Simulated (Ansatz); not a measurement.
Computed with Ansatz on PBE0-D4/def2-TZVP structures; ΔE is electronic, products minus reactants. CBS: MP2 limit from def2 TZ/QZ plus the TZ coupled-cluster correction, frozen cores. DFT in def2-TZVPP. For Br outer-core shells are correlated without core-valence functions, which leaves a few kJ/mol of doubt a bond. Scalar relativity is left out up to krypton. Each species was taken in one conformer, which may not be the lowest.

Reaction (redistribution): `OC[SiH](F)CF` + `FB(F)Br` → `FC[SiH](F)F` + `OCB(F)Br`

**Question.** Is it downhill or uphill in electronic energy at CCSD(T)/CBS, and by how much? (Estimate.)

**Answer.** The calculation gave: Downhill: ΔE = -0.33 eV.

**Question.** What do these levels give: PBE-D4, r2SCAN-D4, PBE0-D4, ωB97X-V, PBE, r2SCAN, CCSD(T)/def2-TZVPP, HF/def2-QZVPP, MP2/def2-QZVPP, SCS-MP2/def2-QZVPP, HF/CBS(def2), CCSD/CBS(def2)? (Best estimate.)

**Answer.** The calculation gave: PBE-D4 -0.24, r2SCAN-D4 -0.29, PBE0-D4 -0.27, ωB97X-V -0.28, PBE -0.25, r2SCAN -0.29, CCSD(T)/def2-TZVPP -0.29, HF/def2-QZVPP -0.33, MP2/def2-QZVPP -0.35, SCS-MP2/def2-QZVPP -0.34, HF/CBS(def2) -0.33, CCSD/CBS(def2) -0.34 eV.

Largest T1 diagnostic among the species: 0.012.
